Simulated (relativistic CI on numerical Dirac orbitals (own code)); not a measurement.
# Ligand-field terms of d7

Computed with a parametric ligand-field model of a d^n configuration (Racah B and C, spin-orbit zeta, crystal field), exact diagonalisation.

Field parameters in Wybourne normalisation: D4h B²₀ = −7Ds, B⁴₀ = 21(Dq − Dt), B⁴₄ = 21√(5/14) Dq; Oh B⁴₀ = 21Dq, B⁴₄ = √(5/14) B⁴₀. The field is a parameter set, without covalency.

Question: Ground term and bands for B = 460, C = 1930, ζ = 0 cm⁻¹, D4h, 10Dq = 24400, Ds = -1010, Dt = -460 cm⁻¹?

Answer: Ground term 2B1 with 1.01 electrons in the two orbitals of the cubic e set. Spin-allowed: 2A1 6264 cm⁻¹ (1596 nm), 2B2 23994 cm⁻¹ (417 nm), 2E 27119 cm⁻¹ (369 nm), 2A2 29142 cm⁻¹ (343 nm). Lowest spin-forbidden: 4E 20586 cm⁻¹ (486 nm), 4A2 21267 cm⁻¹ (470 nm), 4E 44650 cm⁻¹ (224 nm).

Question: Ground term and bands for B = 790, C = 3140, ζ = 0 cm⁻¹, D4h, 10Dq = 12850, Ds = 3000, Dt = 440 cm⁻¹?

Answer: Ground term 4A2 with 2.02 electrons in the two orbitals of the cubic e set. Spin-allowed: 4E 4703 cm⁻¹ (2126 nm), 4B2 10537 cm⁻¹ (949 nm), 4E 11153 cm⁻¹ (897 nm), 4E 22754 cm⁻¹ (439 nm). Lowest spin-forbidden: 2A1 2229 cm⁻¹, 2E 9736 cm⁻¹ (1027 nm), 2B2 12753 cm⁻¹ (784 nm).

Question: Ground term and bands for B = 860, C = 3580, ζ = 0 cm⁻¹, D4h, 10Dq = 25500, Ds = -1500, Dt = 150 cm⁻¹?

Answer: Ground term 2B1 with 1.03 electrons in the two orbitals of the cubic e set. Spin-allowed: 2A1 5014 cm⁻¹ (1994 nm), 2E 22463 cm⁻¹ (445 nm), 2B2 24495 cm⁻¹ (408 nm), 2E 25307 cm⁻¹ (395 nm). Lowest spin-forbidden: 4E 8195 cm⁻¹ (1220 nm), 4A2 13035 cm⁻¹ (767 nm), 4B2 31821 cm⁻¹ (314 nm).

Question: Ground term and bands for B = 970, C = 3490, ζ = 0 cm⁻¹, Oh, 10Dq = 18350 cm⁻¹?

Answer: Ground term 2E with 1.05 electrons in the two orbitals of the cubic e set. Spin-allowed: 2T1 16203 cm⁻¹ (617 nm), 2T2 16770 cm⁻¹ (596 nm), 2T1 22145 cm⁻¹ (452 nm), 2T2 31691 cm⁻¹ (316 nm). Lowest spin-forbidden: 4T1 891 cm⁻¹, 4T2 17528 cm⁻¹ (571 nm), 4T1 30366 cm⁻¹ (329 nm).

Question: Ground term and bands for B = 910, C = 3450, ζ = 0 cm⁻¹, D4h, 10Dq = 21750, Ds = 980, Dt = -360 cm⁻¹?

Answer: Ground term 2A1 with 1.03 electrons in the two orbitals of the cubic e set. Spin-allowed: 2B1 1983 cm⁻¹, 2A2 19382 cm⁻¹ (516 nm), 2B2 21664 cm⁻¹ (462 nm), 2E 23523 cm⁻¹ (425 nm). Lowest spin-forbidden: 4A2 4786 cm⁻¹ (2090 nm), 4E 9251 cm⁻¹ (1081 nm), 4E 28685 cm⁻¹ (349 nm).
